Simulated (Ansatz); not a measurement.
Job for Ansatz (a quantum-chemistry and plane-wave program): R-CCSD(T)/cc-pV(T+d)Z on BClH2O (SMILES OBCl), a point of a torsion scan. Files ending in .json are basis or fitting sets from the Basis Set Exchange.

Ansatz 0.2 input:
```yaml
crystal:
  periodic: [false, false, false]
  atoms:
    - {symbol: O, position_ang: [-0.98388847, -0.12735088, -0.39156815]}
    - {symbol: B, position_ang: [0.31499658, 0.13425202, -0.54228665]}
    - {symbol: Cl, position_ang: [0.73664755, 1.42198419, -1.58987248]}
    - {symbol: H, position_ang: [-1.30500039, -0.50029511, 0.42730914]}
    - {symbol: H, position_ang: [1.17154185, -0.40732695, 0.06144409]}
basis:
  gaussian:
    orbitals: cc-pV_T+d_Z.json
magnetization: {spin_polarized: false}
correlation: {method: ccsd_t, electrons: outside_noble_gas}
scf: {lower_state_search: off}
```

The log:

```
WARN ansatz: RAYON_NUM_THREADS=1 ignored (pool sized by the plan → 1); use --threads N
Functional definition: HF
these checks for a lower state are left out or cut short: stability, starts, cluster_reference, orbital_swaps, neighbouring_geometries, increment
integrals: 0.22 GiB planned
757 factors; integrals over basis functions are off by at most 6.5e-4 eV
mean field: 0.24 GiB planned
mean field evaluation 1: about -15246.1225 eV, gradient 3.3e1 eV
mean field evaluation 2: about -15246.1247 eV, gradient 3.3e1 eV
mean field evaluation 4: about -15248.1668 eV, gradient 2.5e0 eV
mean field evaluation 8: about -15248.1921 eV, gradient 1.9e-4 eV
mean field -15248.19213480 eV, -560.3607253581 hartree, gradient 1.6e-6 eV, S^2 0.000000; 0 other end points of the search recorded, 0 dependent functions left out
7 core orbitals not correlated
reference -15248.19213480 eV, -560.3607253581 hartree; 9, 9 occupied and 111, 111 virtual orbitals, 757 factors
second order -14.43044626 eV of doubles, -0.00000000 eV of singles
coupled cluster: 0.65 GiB planned
cycle   1  -14.74566841 eV  change   -3.2e-1 eV  update   7.5e-2
cycle   2  -15.05717615 eV  change   -3.1e-1 eV  update   2.1e-2
cycle   3  -15.12647272 eV  change   -6.9e-2 eV  update   1.2e-2
cycle   4  -15.11593576 eV  change    1.1e-2 eV  update   3.2e-3
cycle   5  -15.11566521 eV  change    2.7e-4 eV  update   1.4e-3
cycle   6  -15.11596443 eV  change   -3.0e-4 eV  update   3.8e-4
cycle   7  -15.11577248 eV  change    1.9e-4 eV  update   1.3e-4
cycle   8  -15.11579949 eV  change   -2.7e-5 eV  update   4.3e-5
cycle   9  -15.11580658 eV  change   -7.1e-6 eV  update   1.7e-5
perturbative correction -0.58146455 eV, -0.0213684282 hartree
Total energy: -15263.88940593 eV, -560.9375894322 hartree
Checks for a lower state left out: stability, starts, cluster_reference, orbital_swaps, neighbouring_geometries, increment
```

The run converged.

Cost: about 8 core-seconds (a rough figure).
